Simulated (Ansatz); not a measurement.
PBE exchange is replaced step by step with exact exchange (0 % is PBE, 25 % PBE0; no dispersion term), basis def2-SVP, Ansatz. System: the cluster Cu₃F₃. Charge 0, multiplicity 1. Geometry: r2SCAN-D4/def2-SVP, each spin state at its own.

The relaxed quintet has other bonds than the singlet, so its gap is one between isomers.

Geometry of the singlet:

Cartesian coordinates in Å:
```
Cu -1.3873 0.0233 -0.1124
Cu 0.6067 -0.7863 0.9767
Cu 0.7822 0.7625 -0.8640
F 2.1362 -0.0356 0.1737
F -0.9345 1.2114 -1.5017
F -1.2033 -1.1754 1.3276
```

The structure comes from a short search, and lower isomers may exist.

| exact exchange (%) | HOMO (eV) | LUMO (eV) | gap (eV) | triplet − singlet (kJ/mol) | quintet − singlet (kJ/mol) |
| --- | --- | --- | --- | --- | --- |
| 10 | -5.72 | -2.18 | 3.54 | 243.1 | 520.9 |
| 15 | -6.05 | -1.97 | 4.07 | 252.7 | 524.0 |
| 40 | -7.76 | -1.00 | 6.76 | 283.6 | 522.2 |

The spin gap doesn't follow a straight line here, which points to a change of state along the sweep.
